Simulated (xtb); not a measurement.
A run for xtb: GFN2-xTB on CH6SSi (SMILES C[SiH2]S), a point of a torsion scan.

```
$ xtb mol.xyz --gfn 2 --opt vtight --chrg 0 --uhf 0 --input xcontrol
9

C     -1.04903882     0.55378157     0.10596045
Si     0.25096630    -0.75232729    -0.04558001
S      2.18313961    -0.11833420     0.54726332
H     -1.92092742     0.21393010    -0.50078967
H     -0.73255748     1.54474330    -0.28404436
H     -1.38650351     0.59333194     1.16470903
H     -0.16253786    -1.88541438     0.79728149
H      0.27393224    -1.27884715    -1.42062244
H      2.42196651     1.23227521     0.34894846
$constrain
  force constant=1.0
  dihedral: 1,2,3,9,330.0
$end
```

The log:

```
[...]
           -------------------------------------------------
          |                Calculation Setup                |
           -------------------------------------------------



           -------------------------------------------------
          |                 G F N 2 - x T B                 |
           -------------------------------------------------

        Reference                      10.1021/acs.jctc.8b01176
      * Hamiltonian:
        H0-scaling (s, p, d)           1.850000    2.230000    2.230000
        zeta-weighting                 0.500000
      * Dispersion:
        s8                             2.700000
        a1                             0.520000
        a2                             5.000000
        s9                             5.000000
      * Repulsion:
        kExp                           1.500000    1.000000
        rExp                           1.000000
      * Coulomb:
        alpha                          2.000000
        third order                    shell-resolved
        anisotropic                    true
        a3                             3.000000
        a5                             4.000000
        cn-shift                       1.200000
        cn-exp                         4.000000
        max-rad                        5.000000


          ...................................................
          :                      SETUP                      :
          :.................................................:
          :  # basis functions                  30          :
          :  # atomic orbitals                  28          :
          :  # shells                           14          :
          :  # electrons                        20          :
          :  max. iterations                   250          :
          :  Hamiltonian                  GFN2-xTB          :
          :  restarted?                      false          :
          :  GBSA solvation                  false          :
          :  PC potential                    false          :
          :  electronic temp.          300.0000000     K    :
          :  accuracy                    1.0000000          :
          :  -> integral cutoff          0.2500000E+02      :
          :  -> integral neglect         0.1000000E-07      :
          :  -> SCF convergence          0.1000000E-05 Eh   :
          :  -> wf. convergence          0.1000000E-03 e    :
          :  Broyden damping             0.4000000          :
          :  net charge                          0          :
          :  unpaired electrons                  0          :
          ...................................................

 iter      E             dE          RMSdq      gap      omega  full diag
   1    -10.1705436 -0.101705E+02  0.793E+00    5.66       0.0  T
   2    -10.2636312 -0.930875E-01  0.246E+00    4.52       1.0  T
   3    -10.2692001 -0.556895E-02  0.292E+00    5.01       1.0  T
   4    -10.2750620 -0.586193E-02  0.117E+00    4.84       1.0  T
   5    -10.2743602  0.701800E-03  0.869E-01    4.89       1.0  T
   6    -10.2751167 -0.756436E-03  0.186E-01    4.84       1.0  T
   7    -10.2751506 -0.339653E-04  0.852E-02    4.82       1.0  T
   8    -10.2751616 -0.110024E-04  0.321E-02    4.84       1.0  T
   9    -10.2751630 -0.130352E-05  0.153E-02    4.83       2.2  T
  10    -10.2751630 -0.737946E-07  0.102E-02    4.83       3.3  T
  11    -10.2751631 -0.103548E-06  0.279E-03    4.83      11.9  T
  12    -10.2751631 -0.525337E-08  0.529E-04    4.84      63.1  T
  13    -10.2751631 -0.772303E-09  0.249E-04    4.84     133.8  T

   *** convergence criteria satisfied after 13 iterations ***

         #    Occupation            Energy/Eh            Energy/eV
      -------------------------------------------------------------
         1        2.0000           -0.7522913             -20.4709
       ...           ...                  ...                  ...
         4        2.0000           -0.4870355             -13.2529
         5        2.0000           -0.4855245             -13.2118
         6        2.0000           -0.4799494             -13.0601
         7        2.0000           -0.4385779             -11.9343
         8        2.0000           -0.4305880             -11.7169
         9        2.0000           -0.4133778             -11.2486
        10        2.0000           -0.3811848             -10.3726 (HOMO)
        11                         -0.2034996              -5.5375 (LUMO)
        12                         -0.1895269              -5.1573
        13                         -0.1728822              -4.7044
        14                         -0.1478389              -4.0229
        15                         -0.0674265              -1.8348
       ...                                ...                  ...
        28                          0.7069681              19.2376
      -------------------------------------------------------------
                  HL-Ga
[...]
     0 min,  0.000 sec (  0.232%)
 integral evaluation            ...        0 min,  0.001 sec ( 27.477%)
 iterations                     ...        0 min,  0.001 sec ( 24.797%)
 molecular gradient             ...        0 min,  0.001 sec ( 42.609%)
 printout                       ...        0 min,  0.000 sec (  2.553%)

         :::::::::::::::::::::::::::::::::::::::::::::::::::::
         ::                     SUMMARY                     ::
         :::::::::::::::::::::::::::::::::::::::::::::::::::::
         :: total energy             -10.193847315130 Eh    ::
         :: gradient norm              0.000046223619 Eh/a0 ::
         :: HOMO-LUMO gap              4.779382714379 eV    ::
         ::.................................................::
         :: SCC energy               -10.295269513812 Eh    ::
         :: -> isotropic ES            0.022784977712 Eh    ::
         :: -> anisotropic ES          0.001638672724 Eh    ::
         :: -> anisotropic XC          0.003750965305 Eh    ::
         :: -> dispersion             -0.004774717637 Eh    ::
         :: repulsion energy           0.101422119164 Eh    ::
         :: add. restraining           0.000000079518 Eh    ::
         :: total charge               0.000000000000 e     ::
         :::::::::::::::::::::::::::::::::::::::::::::::::::::

           -------------------------------------------------
          |                Property Printout                |
           -------------------------------------------------

    * Orbital Energies and Occupations

         #    Occupation            Energy/Eh            Energy/eV
      -------------------------------------------------------------
         1        2.0000           -0.7503369             -20.4177
         2        2.0000           -0.6796016             -18.4929
         3        2.0000           -0.5780907             -15.7306
         4        2.0000           -0.4889333             -13.3046
         5        2.0000           -0.4844398             -13.1823
         6        2.0000           -0.4817201             -13.1083
         7        2.0000           -0.4453132             -12.1176
         8        2.0000           -0.4308147             -11.7231
         9        2.0000           -0.4148730             -11.2893
        10        2.0000           -0.3763040             -10.2398 (HOMO)
        11                         -0.2006649              -5.4604 (LUMO)
        12                         -0.1861428              -5.0652
        13                         -0.1704259              -4.6375
        14                         -0.1536103              -4.1799
        15                         -0.0720273              -1.9600
        16                         -0.0653875              -1.7793
        17                         -0.0451728              -1.2292
        18                         -0.0019546              -0.0532
        19                          0.0378414               1.0297
        20                          0.0470386               1.2800
        21                          0.1696650               4.6168
       ...                                ...                  ...
        28                          0.7087324              19.2856
      -------------------------------------------------------------
                  HL-Gap            0.1756391 Eh            4.7794 eV
             Fermi-level           -0.2884844 Eh           -7.8501 eV

     #   Z          covCN         q      C6AA      α(0)
     1   6 C        3.650    -0.196    24.738     7.144
     2  14 Si       3.589     0.490    98.507    19.073
     3  16 S        1.797    -0.419   159.608    21.264
     4   1 H        0.925     0.026     2.645     2.543
     5   1 H        0.925     0.036     2.499     2.472
     6   1 H        0.925     0.043     2.410     2.428
     7   1 H        0.920    -0.072     4.674     3.381
     8   1 H        0.919    -0.071     4.639     3.368
     9   1 H        0.923     0.163     1.310     1.790

 Mol. C6AA /au·bohr⁶  :       1411.283673
 Mol. C8AA /au·bohr⁸  :      54492.473649
 Mol. α(0) /au        :         63.463485


Wiberg/Mayer (AO) data.
largest (>0.10) Wiberg bond orders for each atom

 ---------------------------------------------------------------------------
     #   Z sym  total        # sym  WBO       # sym  WBO       # sym  WBO
 ---------------------------------------------------------------------------
     1   6 C    3.983 --     4 H    0.994     5 H    0.983     6 H    0.982
                             2 Si   0.921
     2  14 Si   3.702 --     3 S    0.961     1 C    0.921     7 H    0.890
                             8 H    0.885
     3  16 S    2.033 --     2 Si   0.961     9 H    0.954
     4   1 H    0.999 --     1 C    0.994
     5   1 H    0.999 --     1 C    0.983
     6   1 H    0.998 --     1 C    0.982
     7   1 H    0.995 --     2 Si   0.890
     8   1 H    0.995 --     2 Si   0.885
     9   1 H    0.974 --     3 S    0.954
 ---------------------------------------------------------------------------

Topologies differ in total number of bonds
Writing topology from bond orders to xtbtopo.mol

molecular dipole:
                 x           y           z       tot (Debye)
 q only:       -0.776       0.102      -0.376
   full:       -1.122       0.287      -0.449       3.157
molecular quadrupole (traceless):
                xx          xy          yy          xz          yz          zz
 q only:       -4.508       2.454       3.535      -2.345       0.693       0.973
  q+dip:       -7.244       2.391       4.901      -3.992       0.274       2.343
   full:       -6.226       2.575       5.275      -3.360       0.339       0.951

           -------------------------------------------------
          |                Geometry Summary                 |
           -------------------------------------------------

      molecular mass/u    :       78.2086665
   center of mass at/Å    :        0.7935535      -0.2721925       0.2498524
  moments of inertia/u·Å² :        0.3506582E+02   0.1347306E+03   0.1599898E+03
rotational constants/cm⁻¹ :        0.4807425E+00   0.1251211E+00   0.1053669E+00

 * 8 selected distances

     #   Z          #   Z                                           value/Å
     1   6 C        2  14 Si                                      1.8940141
     2  14 Si       3  16 S                                       2.1574420 (max)
     1   6 C        4   1 H                                       1.0852810 (min)
     1   6 C        5   1 H                                       1.0873811
     1   6 C        6   1 H                                       1.0871133
     2  14 Si       7   1 H                                       1.4556937
     2  14 Si       8   1 H                                       1.4609295
     3  16 S        9   1 H                                       1.3242253

 * 5 distinct bonds (by element types)

   Z      Z             #   av. dist./Å        max./Å        min./Å
   1 H    6 C           3     1.0865918     1.0873811     1.0852810
   1 H   14 Si          2     1.4583116     1.4609295     1.4556937
Note: The following floating-point exceptions are signalling: IEEE_UNDERFLOW_FLAG IEEE_DENORMAL
normal termination of xtb
   6 C   14 Si          1     1.8940141     1.8940141     1.8940141
   1 H   16 S           1     1.3242253     1.3242253     1.3242253
  14 Si  16 S           1     2.1574420     2.1574420     2.1574420


optimized geometry written to: xtbopt.xyz


           -------------------------------------------------
          | TOTAL ENERGY              -10.193847315130 Eh   |
          | GRADIENT NORM               0.000046223619 Eh/α |
          | HOMO-LUMO GAP               4.779382714379 eV   |
           -------------------------------------------------

------------------------------------------------------------------------
------------------------------------------------------------------------
 total:
 SCF:
 ANC optimizer:
```

The run finished.

Warnings raised: the energy holds the restraint's term.

Cost: about 0.11 core-seconds (a rough figure).
